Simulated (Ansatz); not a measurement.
CH5GaO2Si (`[SiH3][Ga]1[O]C[O]1`), one more setting.

```yaml
crystal:
  periodic: [false, false, false]
  atoms:
    - {symbol: Si, position_ang: [-2.261952, -0.490370, -0.546391]}
    - {symbol: Ga, position_ang: [-0.001674, 0.003379, -0.001078]}
    - {symbol: O, position_ang: [1.688149, -0.126006, -0.665867]}
    - {symbol: C, position_ang: [2.167395, 0.471151, 0.523243]}
    - {symbol: O, position_ang: [1.025577, 0.719348, 1.320260]}
    - {symbol: H, position_ang: [-3.151171, 0.445746, 0.184740]}
    - {symbol: H, position_ang: [-2.449442, -0.336954, -2.010346]}
    - {symbol: H, position_ang: [-2.556818, -1.888182, -0.142783]}
    - {symbol: H, position_ang: [2.854379, -0.210867, 1.042810]}
    - {symbol: H, position_ang: [2.685538, 1.412776, 0.295411]}
basis:
  gaussian: {orbitals: ANO-RCC-VTZP}
hamiltonian: {xc: {name: r2SCAN50}, dispersion: d4}
accuracy: high
output: {forces: true}
```

```sh
$ ansatz run in.yaml --threads 4 --pin off --events-out ev --progress --plain --max-ram 10444MiB
```

It prints (some lines left out):

```
Functional definition: r2SCAN50
4544 factors; integrals over basis functions are off by at most 4.1e-9 eV
mean field evaluation 1: about -65994.3899 eV, gradient 5.8e1 eV
mean field evaluation 2: about -65987.2990 eV, gradient 8.6e1 eV
mean field evaluation 4: about -66000.5866 eV, gradient 2.4e0 eV
mean field evaluation 8: about -66000.9705 eV, gradient 5.9e-1 eV
mean field evaluation 16: about -66000.9719 eV, gradient 1.8e-4 eV
mean field -66000.97186081 eV, -2425.4909788193 hartree, gradient 2.6e-8 eV, S^2 0.000000; 0 other end points of the search recorded, 0 dependent functions left out
reference -66000.97186211 eV, -2425.4909788669 hartree; 36, 36 occupied and 201, 201 virtual orbitals, 4544 factors
Total energy: -66001.04109940 eV, -2425.4935232906 hartree
Relativity: scalar
Atom 0 at    -2.261952    -0.490370    -0.546391 Å, force    -0.090414    -0.018109    -0.022353 eV/Å
Atom 1 at    -0.001674     0.003379    -0.001078 Å, force     0.780525     0.167477     0.188521 eV/Å
Atom 2 at     1.688149    -0.126006    -0.665867 Å, force    -0.523234     0.309205     0.790168 eV/Å
Atom 3 at     2.167395     0.471151     0.523243 Å, force    -0.020270    -0.005055    -0.002777 eV/Å
Atom 4 at     1.025577     0.719348     1.320260 Å, force     0.043319    -0.413124    -0.907039 eV/Å
Atom 5 at    -3.151171     0.445746     0.184740 Å, force     0.163095    -0.136389    -0.105029 eV/Å
Atom 6 at    -2.449442    -0.336954    -2.010346 Å, force     0.056153    -0.016925     0.229687 eV/Å
Atom 7 at    -2.556818    -1.888182    -0.142783 Å, force     0.076505     0.217786    -0.053089 eV/Å
Atom 8 at     2.854379    -0.210867     1.042810 Å, force    -0.272713     0.234935    -0.191328 eV/Å
Atom 9 at     2.685538     1.412776     0.295411 Å, force    -0.212966    -0.339801     0.073239 eV/Å
Dipole moment:    -0.717617    -0.154424    -0.173488 e Å
```

Run time 120 s (4 threads of an AMD EPYC 9R45 on a shared host); peak host memory 2.3 GiB.
